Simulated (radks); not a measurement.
The tantalum ion Ta+ inside a hard spherical wall (all orbitals vanish at R), configuration held at [Xe] 4f14 5d3 6s1 and not refilled when levels cross. Method: scalar-relativistic Kohn-Sham, PBEsol, spin-polarised, spherical densities, finite nucleus; open shells are filled with parallel spins first (spin-orbit coupling, left out, can overturn this in heavy ions); Fermi nuclear charge, rms radius 5.3507 fm; computed with a radial shooting solver on a logarithmic mesh with Libxc functionals. Eigenvalues in eV for spin up, with the zero of energy where the potential of the charges vanishes at infinity; a dash marks a level that is unbound or too diffuse for the functional's potential to be trusted. A positive occupied level is held by the wall or, in an anion where self-interaction has pushed it up, behind a barrier. The pressure on the wall is -dE/dV.

R (bohr)  E (hartree)  kinetic (hartree)    e(5p)    e(4f)    e(6s)    e(5d)  e(6p, empty)  e(7s, empty)  pressure (GPa)
free      -15597.4149          17129.984  -47.150  -31.821  -12.434  -11.379        -7.064             -               0
15        -15597.4149          17129.984  -47.150  -31.821  -12.434  -11.379        -7.064             -        < 0.0001
8         -15597.4140          17129.994  -47.103  -31.771  -12.392  -11.338        -6.884        -0.775          0.0486
7         -15597.4109          17130.023  -46.980  -31.641  -12.271  -11.231        -6.546         1.579           0.288
3.5       -15596.7133          17133.230  -40.397  -24.060    1.268   -3.676        14.543        66.337             212
2.5       -15593.2831          17147.211  -26.122   -7.630   47.049   16.687        72.873        198.50            3140
1.5       -15549.7256          17299.288   86.805   83.208   379.50   162.71        440.54        896.92          148000
